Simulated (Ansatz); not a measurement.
F$_{3}$HOZr, SMILES `[OH][Zr]([F])([F])[F]`. Total charge 0; spin multiplicity 1. Zr: def2 effective core potential. The structure was optimised at the PBE0-D4/def2-TZVP level. It is one conformer, not always the lowest.

```xyz
6

O     0.889   -0.460   -1.020
Zr   -0.288    0.152    0.337
F    -1.999   -0.655    0.122
F     0.407   -0.308    2.049
F    -0.474    2.043    0.226
H     1.464   -0.773   -1.713
```

**Question.** What is the dipole moment at r2SCAN/def2-TZVPP? (Best estimate.)

**Answer.** Ansatz gave: 2.62 D, with components (1.59, -0.85, -1.89) D in this frame, pointing from negative to positive charge.

**Question.** And with PBE, B3LYP, ωB97M-V? (Best estimate.)

**Answer.** The calculation gave: PBE 2.58 D, B3LYP 2.66 D, ωB97M-V 2.64 D.

**Question.** Give the Mulliken charges with r2SCAN, ωB97M-V, B3LYP in def2-TZVPP. (Estimate.)

**Answer.** The calculation gave: 
| atom | r2SCAN | ωB97M-V | B3LYP |
| --- | --- | --- | --- |
| O1 | -0.55 | -0.51 | -0.53 |
| Zr2 | 1.51 | 1.50 | 1.53 |
| F3 | -0.39 | -0.39 | -0.40 |
| F4 | -0.39 | -0.39 | -0.40 |
| F5 | -0.39 | -0.39 | -0.40 |
| H6 | 0.21 | 0.18 | 0.20 |

B3LYP here is the variant with VWN-RPA as its local correlation; programs differ in this.
